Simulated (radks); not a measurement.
The numbers below are computed, except where a source is named.
Te9+, 43 electrons, occupied as [Kr] 4d7. Level of theory: non-relativistic Kohn-Sham, LB94 model potential, spin-polarised, spherical densities, point nucleus; open shells are filled with parallel spins first (spin-orbit coupling, left out, can overturn this in heavy ions); relativity is left out, which matters for an element this heavy (a radial shooting solver on a logarithmic mesh with Libxc functionals).

Normalised radial functions P(r) = r R(r), r in bohr:

r	4p up
0.001905	0.0025
0.002842	0.0054
0.004274	0.0118
0.006428	0.0252
0.009666	0.0523
0.01454	0.1040
0.02186	0.1933
0.03261	0.3204
0.04904	0.4520
0.07375	0.4617
0.1109	0.1672
0.1668	-0.4149
0.2488	-0.7259
0.3741	-0.1010
0.5626	1.0034
0.8461	1.2252
1.272	0.5635
1.898	0.0944
2.854	0.0035
4.293	0.0000

4p up: eigenvalue -267.08 eV, 2 radial nodes at r = 0.126, 0.388 bohr, <r> = 0.807 bohr, 90 % of the charge inside 1.17 bohr.
